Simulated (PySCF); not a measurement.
Compound: H₁₀NPSi₃.
InChI=1S/H10NPSi3/c3-1-5-2-4/h1-2H,5H2,3-4H3

All values: PBE0/def2-SVPD (PySCF, non-relativistic), on one gas-phase PBE0-D3(BJ)/def2-SVP geometry that isn't relaxed in the solvent. The solvent is an IEF-PCM continuum (van der Waals radii × 1.2), and excitations are vertical TDDFT with non-equilibrium linear response and a frozen core. Specific hydrogen bonds and non-electrostatic terms are outside this model.

Gas-phase singlets (H = HOMO, L = LUMO):

```tsv
state	E (eV)	λ (nm)	f	leading configuration
S1	5.758	215	0.001	H→L 86%
S2	6.050	205	0.003	H→L+1 86%
S3	6.131	202	0.021	H-1→L 74%
S4	6.346	195	0.042	H→L+2 65%
S5	6.523	190	0.147	H→L+3 66%
```

**Question.** What are the lowest 5 singlets in acetonitrile (ε = 35.69)?

**Answer.** 
```
state  E (eV)  λ (nm)      f  leading configuration  change by rank (eV)
   S1   5.802     214  0.000                H→L 89%               +0.044
   S2   6.116     203  0.006              H→L+1 80%               +0.066
   S3   6.215     199  0.015              H-1→L 66%               +0.084
   S4   6.346     195  0.077              H→L+2 63%                0.000
   S5   6.491     191  0.283              H→L+3 70%               -0.032
```

**Question.** The ground-state energy changes by -0.097 eV from gas to acetonitrile. By how much does the total energy of gas-phase S3 change?

**Answer.** E(S3) = E(S0) + excitation energy, so it changes by -0.097 + 0.084 = -0.013 eV: it is lowered less than the ground state, which is what a blue shift means. This is the vertical state, with the slow part of the continuum still set for S0.

**Question.** How do the frontier levels move from gas to acetonitrile?

**Answer.** 
```tsv
orbital	gas (eV)	solvent (eV)	change (eV)
LUMO+2	0.21	0.32	+0.11
LUMO+1	0.05	0.19	+0.14
LUMO	-0.32	-0.14	+0.18
HOMO	-7.25	-7.15	+0.10
HOMO-1	-7.61	-7.50	+0.11
HOMO-2	-8.86	-8.74	+0.12
HOMO-3	-9.38	-9.25	+0.13
```

The HOMO–LUMO gap goes from 6.93 to 7.01 eV.

The values belong to the conformer `[SiH3:1][NH:2][SiH2:3][PH:4][SiH3:5]`: Si1–N2–Si3–P4 -130°, N2–Si3–P4–Si5 -176°.
